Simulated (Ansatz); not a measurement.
Gas-phase electronic energies from Ansatz, PBE0-D4/def2-TZVP geometries. CBS: MP2 limit from def2 TZ/QZ plus the TZ coupled-cluster correction, frozen cores. DFT in def2-TZVPP. B3LYP here is the variant with VWN-RPA as its local correlation; programs differ in this. For Ge, Zn outer-core shells are correlated without core-valence functions, which leaves a few kJ/mol of doubt a bond. Scalar relativity is left out up to krypton. One conformer a species, not always the lowest.

Consider the redistribution: `Cl[SiH2][S][GeH3]` + `[CH3][Zn][CH2]O` → `[CH3][Zn][SiH2]Cl` + `OC[S][GeH3]`.

| level | ΔE (kcal/mol) | difference from CCSD(T)/CBS |
| --- | --- | --- |
| r2SCAN-D4 | 9.8 | -0.8 |
| PBE0-D4 | 8.4 | -2.2 |
| ωB97X-V | 9.4 | -1.2 |
| ωB97M-V | 10.1 | -0.5 |
| B2PLYP | 10.1 | -0.5 |
| PBE | 7.8 | -2.8 |
| PBE0 | 8.1 | -2.5 |
| B3LYP | 8.5 | -2.1 |
| HF/def2-TZVPP | 7.7 | -2.9 |
| MP2/def2-TZVPP | 13.1 | 2.5 |
| SCS-MP2/def2-TZVPP | 12.0 | 1.4 |
| CCSD(T)/def2-TZVPP | 10.5 | -0.1 |
| HF/def2-QZVPP | 7.9 | -2.7 |
| SCS-MP2/def2-QZVPP | 12.1 | 1.5 |
| HF/CBS(def2) | 7.9 | -2.7 |
| MP2/CBS(def2) | 13.1 | 2.5 |
| CCSD(T)/CBS | 10.6 | 0 |

Largest T1 diagnostic among the species: 0.013.

In def2-TZVPP, CCSD(T) changes the Hartree–Fock value by +2.8 kcal/mol (the triples alone add +0.2 kcal/mol) and MP2 by +5.4 kcal/mol.
